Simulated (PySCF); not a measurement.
**Solvent effects on NMR parameters**

Structure with atom numbers: `[CH:1]#[C:2][CH:3]=[C:4]=[CH:5][CH2:6][CH:7]=[CH2:8]` (H(Xn): hydrogen on atom n). Ha(C8) is cis to C6; Hb(C8) is trans to C6.

GIAO PBE0/pcSseg-1 in PySCF 2.14 on one PBE0-D3(BJ)/def2-SVP conformer, non-relativistic, equivalent nuclei averaged. Solvents enter as an IEF-PCM continuum (dichloromethane with ε = 8.9, acetonitrile with ε = 35.7) around the gas-phase geometry. Shifts are referred to TMS computed in the same medium.

In dichloromethane, δ in ppm: C4 231.5, C7 147.6, C8 125.7, C5 100.5, C1 90.0, C2 80.0, C3 79.3, C6 39.2, H(C7) 6.01, H(C3) 5.69, H(C5) 5.66, Ha(C8) 5.56, Hb(C8) 5.45, H(C1) 3.37. Dipole moment 1.23 D.

(1) How does each δ change in the more polar medium?

(2) Which nuclei move most (in ppm), and what does the model miss?

## Answers

(1) 
```tsv
atoms	environment	Δδ, acetonitrile
C4	central carbon of an allene	0.0
C7	alkene CH	+0.2
C8	terminal =CH2 carbon	+0.3
C5	terminal carbon of a cumulated C=C=C unit	+0.3
C1	terminal alkyne carbon	+0.2
C2	alkyne carbon	+0.2
C3	terminal carbon of a cumulated C=C=C unit	-0.1
C6	allylic sp3 CH2	0.0
H(C7)	hydrogen on an alkene CH	+0.02
H(C3)	hydrogen on a terminal carbon of a cumulated C=C=C unit	+0.03
H(C5)	hydrogen on a terminal carbon of a cumulated C=C=C unit	+0.04
Ha(C8)	hydrogen on a terminal =CH2 carbon	+0.03
Hb(C8)	hydrogen on a terminal =CH2 carbon	+0.02
H(C1)	hydrogen on a terminal alkyne carbon	+0.06
```

Changes are relative to dichloromethane. The dipole moment becomes 1.28 D in acetonitrile.

(2) C5 (terminal carbon of a cumulated C=C=C unit, +0.3 ppm) in acetonitrile. A continuum only polarises the solute; specific hydrogen bonds, the anisotropy of aromatic solvents and changes of geometry or conformer are outside it.
